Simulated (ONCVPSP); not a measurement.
# antimony (Sb): ONCV pseudisation with LDA (Perdew-Wang 92), scalar-relativistic reference atom.

antimony (Sb), optimised norm-conserving Vanderbilt (ONCV), made with ONCVPSP 4.0.1 (LDA (Perdew-Wang 92), scalar-relativistic). Core [Ar] 3d10, reference 4s2 4p6 4d10 5s2 5p3. Waves: 4s+5s: rc 1.10 bohr, ncon 5, nbas 8, qcut 10.2 1/bohr, 2 projectors; 4p+5p: rc 1.60 bohr, ncon 4, nbas 8, qcut 8.9 1/bohr, 2 projectors; 4d: rc 1.15 bohr, ncon 3, nbas 8, qcut 16.3 1/bohr, 2 projectors, debl 1.6 Ha. Local part: polynomial inside 0.90 bohr (lpopt 5, dvloc0 3 Ha). Core correction: Teter function, fcfact 2.75, rcfact 1.35.

All-electron outer shells of the reference configuration (LDA (PZ), scalar-relativistic, ld1.x):

| shell | level (eV) | outermost node (bohr) | outermost maximum (bohr) |
| --- | --- | --- | --- |
| 3p | -749.96 | 0.13 | 0.30 |
| 3d | -516.13 | – | 0.24 |
| 4s | -148.49 | 0.39 | 0.73 |
| 4p | -101.60 | 0.39 | 0.76 |
| 4d | -33.55 | 0.38 | 0.84 |
| 5s | -13.09 | 0.95 | 1.88 |
| 5p | -5.00 | 1.04 | 2.32 |

(1) Does this generation succeed?

Answers

(1) No. ONCVPSP 4.0.1 stopped with "ERROR pspot: first pseudo wave function has node, program will stop": the optimised pseudo-wave of the first projector has a node, so the radial equation cannot be inverted for a potential. It happened in the s channel.
